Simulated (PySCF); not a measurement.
C2H9B2PS.
Geometry (GFN2-xTB, Å), atoms numbered from 1 in this order:
```xyz
15
C2H9B2PS angstrom
B      3.1039   -0.2052   -0.6392
P      1.5152    0.0725   -1.4454
B     -0.0008    0.0846   -0.3814
C     -0.0007    0.8441    1.0062
S     -1.4527   -0.7329   -1.0271
C     -2.7395   -0.4380    0.2369
H      3.9555   -0.7697   -1.2059
H      3.2991    0.2778    0.4086
H      1.3047   -0.8160   -2.4747
H      0.9544    1.3299    1.1998
H     -0.1918    0.1660    1.8390
H     -0.7710    1.6147    1.0549
H     -2.9144    0.6282    0.3358
H     -2.4267   -0.8635    1.1845
H     -3.6397   -0.9307   -0.1139
```

The closed-shell SCF was solved with PySCF and density fitting under several settings on one GFN2-xTB geometry (grid level 2 and gas phase unless stated).

```tsv
settings	basis functions	SCF cycles	E (Eh)	HOMO (eV)	LUMO (eV)	dipole (D)
PBE0/pcSseg-1	161	12	-870.4058	-6.93	-1.58	2.44
PBE0/def2-SVPD	203	13	-870.1448	-6.90	-1.61	2.39
HSE06/6-311+G(2d,p), IEF-PCM water	232	13	-870.5634	-6.49	-2.01	3.24
revPBE/ANO-RCC-VDZP, fitting basis def2-universal-jkfit, start guess sap	137	17	-870.3239	-5.80	-2.29	2.53
wB97X-D/pcSseg-1	161	13	-870.8040	-8.67	0.20	2.38
```

Q: Estimate the rows for these settings: (1) HSE06/cc-pVDZ, IEF-PCM chloroform; (2) CAM-B3LYP/pcSseg-1.

A: 
```csv
settings,basis functions,SCF cycles,E (Eh),HOMO (eV),LUMO (eV),dipole (D)
"HSE06/cc-pVDZ, IEF-PCM chloroform",137,13,-870.5093,-6.40,-1.82,2.93
CAM-B3LYP/pcSseg-1,161,12,-870.7772,-8.08,-0.47,2.35
```

Q: Over all rows, what range does the HOMO–LUMO gap span?

A: From 3.51 eV (revPBE/ANO-RCC-VDZP, fitting basis def2-universal-jkfit, start guess sap) to 8.87 eV (wB97X-D/pcSseg-1). The functional of the narrowest has no exact exchange, that of the widest range-separated exact exchange.

Q: And the dipole moment?

A: From 2.35 D (CAM-B3LYP/pcSseg-1) to 3.24 D (HSE06/6-311+G(2d,p), IEF-PCM water); the largest is 1.38 times the smallest, and the median is 2.44 D.

Q: Compare two rows with the functional PBE0: PBE0/pcSseg-1 and PBE0/def2-SVPD. Which energy is lower, and by how much?

A: PBE0/pcSseg-1 (161 functions) lies 0.2610 Eh or 164 kcal/mol below PBE0/def2-SVPD (203 functions). The smaller set gives the lower energy; the two sets aren't nested, so the variational bound doesn't order them by size.

wB97X-D ran without the empirical dispersion term, which would shift the total energy alone. Cycle counts include a coarse-grid stage where the run had one. All basis functions are spherical, in the Pople sets too. ANO-RCC sets were contracted for a scalar-relativistic Hamiltonian, but ran non-relativistically here. The structure is a single GFN2-xTB conformer; no vibrational corrections.
